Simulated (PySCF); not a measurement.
The dipole of `C=[C](C)[AlH2]` from its density and from atomic charges.

Coordinates (PBE0-D3(BJ)/def2-SVP, Å) and charges (e) from the PBE0/pcSseg-1 density (PySCF):

```csv
atom,x,y,z,Mulliken,IAO,Hirshfeld,ESP-fitted
C1,-0.379,1.060,0.983,-0.1059,-0.2729,-0.0946,-0.5335
C2,-0.083,0.105,0.081,-0.6207,-0.3173,-0.1428,-0.0096
C3,-1.142,-0.465,-0.820,-0.1840,-0.4028,-0.1207,-0.3527
Al4,1.791,-0.452,0.056,+0.7815,+0.7031,+0.4962,+0.8045
H5,-1.397,1.462,1.098,+0.1074,+0.1342,+0.0404,+0.2125
H6,0.378,1.488,1.651,+0.1243,+0.1402,+0.0401,+0.1709
H7,-0.882,-0.328,-1.883,+0.1263,+0.1439,+0.0431,+0.0929
H8,-1.250,-1.553,-0.675,+0.1265,+0.1441,+0.0432,+0.0924
H9,-2.129,-0.002,-0.650,+0.1080,+0.1342,+0.0391,+0.1199
H10,2.778,0.251,1.089,-0.2348,-0.2028,-0.1699,-0.2964
H11,2.321,-1.564,-0.956,-0.2286,-0.2040,-0.1743,-0.3009
```

Task: What dipole does each set of charges give (1 e·Å = 4.803 D), and what does the density give?

Result: The full density gives (-0.80, 0.12, -0.11) D, 0.82 D in size; dipole vectors point from the negative to the positive end.

| scheme | μx | μy | μz | size (D) | share of the full size (%) | angle to the full dipole (°) |
| --- | --- | --- | --- | --- | --- | --- |
| Mulliken | -0.40 | -0.20 | -0.32 | 0.56 | 68 | 42 |
| IAO | 0.41 | -0.25 | -0.13 | 0.49 | 60 | 148 |
| Hirshfeld | -0.09 | -0.08 | -0.10 | 0.16 | 19 | 54 |
| ESP-fitted | -0.77 | 0.10 | -0.12 | 0.78 | 96 | 1 |

Task: Which set comes closest?

Result: Length of the difference vector: ESP-fitted 0.04 D, Mulliken 0.55 D, Hirshfeld 0.74 D, IAO 1.26 D. Closest: ESP-fitted. ESP charges are fitted to the potential around the molecule, whose slowest-falling term is the dipole's. The schemes that divide the density aren't constrained to reproduce the dipole.

Task: What is left for the Hirshfeld atoms' own dipoles?

Result: The Hirshfeld atoms' densities add up to the full density, so μ = Σ q r + Σ (atomic dipoles). The atomic dipoles sum to (-0.80, 0.12, -0.11) − (-0.09, -0.08, -0.10) = (-0.71, 0.20, -0.01) D, 0.74 D in size.

Task: With the origin at the mean of the coordinates, (0.001, 0.000, -0.002) Å, which are the largest single terms, by size, of the ESP-fitted dipole along the direction of the full one?

Result: Al4 -7.06, H10 +4.04, H11 +3.42, C3 -1.98, H5 +1.46 D; all 11 atoms together +0.78 D. The single terms depend on the origin, their sum doesn't.

Task: Give the size of the full dipole in other units.

Result: 0.82 D = 0.322 au = 0.171 e·Å = 2.73 × 10⁻³⁰ C·m.

Isolated species at its PBE0-D3(BJ)/def2-SVP geometry, gas phase.
